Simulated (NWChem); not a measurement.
System: C2H6N, doublet; SMILES C[CH]N

Excerpt of the output:

```
             Northwest Computational Chemistry Package (NWChem) 7.3.0
             --------------------------------------------------------

                             Geometry "geometry" -> ""
                             -------------------------

 Output coordinates in angstroms (scale by  1.889725989 to convert to a.u.)

  No.       Tag          Charge          X              Y              Z
 ---- ---------------- ---------- -------------- -------------- --------------
    1 C                    6.0000     0.19139100     1.25211900    -0.01544600
    2 C                    6.0000    -0.52326300    -0.05289800     0.12358600
    3 N                    7.0000     0.21843700    -1.22635700    -0.10771300
    4 H                    1.0000    -0.45737900     2.08172100     0.28555400
    5 H                    1.0000     1.08896900     1.29029800     0.62075500
    6 H                    1.0000     0.52927800     1.45470800    -1.04845800
    7 H                    1.0000    -1.56129000    -0.11740600    -0.19681200
    8 H                    1.0000     1.13360200    -1.22053800     0.33577500
    9 H                    1.0000    -0.27483100    -2.07752200     0.14359500

 Effective nuclear repulsion energy (a.u.)      76.0646437824

                              NWChem Property Module
                              ----------------------

  itol2e modified to match energy
  convergence criterion.

                                 NWChem DFT Module
                                 -----------------

 Summary of "ao basis" -> "ao basis" (spherical)
 ------------------------------------------------------------------------------
       Tag                 Description            Shells   Functions and Types
 ---------------- ------------------------------  ------  ---------------------
 C                           6-31g*                  6       14   3s2p1d
 N                           6-31g*                  6       14   3s2p1d
 H                           6-31g*                  2        2   2s

  itol2e modified to match energy
  convergence criterion.

[...]

          -----------------------
          Electric field gradient
          -----------------------

 1 a.u. = 0.324123 10**(16) esu/cm**3  ( or statvolts/cm**2 ) = 0.97174 10**(22) v/m**2

 ------------------------------------------------------------
   Atom      X         Y         Z
 ------------------------------------------------------------
    1 C    0.36168   2.36616  -0.02919
 ------------------------------------------------------------

 Electric field gradient in molecular frame (a.u.)
         XX             YY             ZZ             XY             XZ             YZ
 ------------------------------------------------------------------------------------------
       -0.003353       0.002941       0.000412      -0.018389      -0.000047       0.014735

 Principal components (a.u.) and orientation
 of principal axis w.r.t. absolute frame                      Asymmetry parameter eta
 --------------------------------------------------------------------------------------
        0.024298      -0.023217      -0.001081                       0.910989

       -0.492942       0.617420       0.613026
        0.740063       0.668031      -0.077726
        0.457509      -0.415364       0.786230

 ------------------------------------------------------------
   Atom      X         Y         Z
 ------------------------------------------------------------
    2 C   -0.98882  -0.09996   0.23354
 ------------------------------------------------------------

 Electric field gradient in molecular frame (a.u.)
         XX             YY             ZZ             XY             XZ             YZ
 ------------------------------------------------------------------------------------------
       -0.003809      -0.116796       0.120605       0.107464       0.014631      -0.038626

 Principal components (a.u.) and orientation
 of principal axis w.r.t. absolute frame                      Asymmetry parameter eta
 --------------------------------------------------------------------------------------
       -0.187079       0.126799       0.060280                       0.355570

       -0.509226      -0.028521       0.860160
        0.850605      -0.168806       0.497972
        0.130998       0.985236       0.110221

 ------------------------------------------------------------
   Atom      X         Y         Z
 ------------------------------------------------------------
    3 N    0.41279  -2.31748  -0.20355
 ------------------------------------------------------------

 Electric field gradient in molecular frame (a.u.)
         XX             YY             ZZ             XY             XZ             YZ
 ------------------------------------------------------------------------------------------
       -0.395997      -0.415372       0.811369      -0.014743      -0.222823       0.084576

 Principal components (a.u.) and orientation
 of principal axis w.r.t. absolute frame                      Asymmetry parameter eta
 --------------------------------------------------------------------------------------
        0.856972      -0.435816      -0.421156                       0.017107

       -0.175459       0.983826       0.036050
        0.067321      -0.024542       0.997429
        0.982182       0.177435      -0.061926

 ------------------------------------------------------------
   Atom      X         Y         Z
 ------------------------------------------------------------
    4 H   -0.86432   3.93388   0.53962
 ------------------------------------------------------------

[...]
```

Level: B3LYP/6-31G* (spherical d), spin-unrestricted. Geometry: optimised at B3LYP/6-31G* (spherical d), spin-unrestricted. No stability test was run on the SCF state. NWChem prints the field gradient with the sign opposite to the second derivative of the potential.

Q: Write an input that gives this output.

A: One answer among several that fit: the input that was run:
```
start job
memory heap 200 mb stack 900 mb global 1100 mb
geometry units angstroms noautosym nocenter noautoz
  C      0.191391     1.252119    -0.015446
  C     -0.523263    -0.052898     0.123586
  N      0.218437    -1.226357    -0.107713
  H     -0.457379     2.081721     0.285554
  H      1.088969     1.290298     0.620755
  H      0.529278     1.454708    -1.048458
  H     -1.561290    -0.117406    -0.196812
  H      1.133602    -1.220538     0.335775
  H     -0.274831    -2.077522     0.143595
end
basis spherical
  C library 6-31g*
  N library 6-31g*
  H library 6-31g*
end
dft
  odft
  mult 2
  xc b3lyp
  iterations 150
end
property
  efieldgrad
end
task dft property
```
